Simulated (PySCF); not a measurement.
BI₂, SMILES [B](I)I (connectivity only; charge and spin as stated), charge +1, multiplicity 1. Atoms are numbered in the order given.

```xyz
3

I      0.0000     0.0000    -1.9618
B      0.0000     0.0000     0.0000
I      0.0000     0.0000     1.9618
```
Charge +1, spin multiplicity 1.

The structure is a stationary point at ωB97X-D3(BJ)/def2-TZVP. The multiplicity is an assumed one; other spin states were not compared. The isomer is the one that the SMILES or the coordinates give; other isomers of the formula were not compared. The def2 effective core potentials stand for the cores of I; spin–orbit coupling is left out.

Method: ωB97X-D3(BJ)/def2-TZVP in PySCF.

Frequencies are harmonic and unscaled.

Modes within 1.5 cm⁻¹ of each other (mostly degenerate sets) share a row, with their intensities summed.

| mode | ν (cm⁻¹) | IR (km/mol) | moving atoms (share of kinetic energy) |
|---|---|---|---|
| 1–3 | 235 | 1.9 | I 100 % |
| 4 | 1120 | 625.6 | B 96 % |
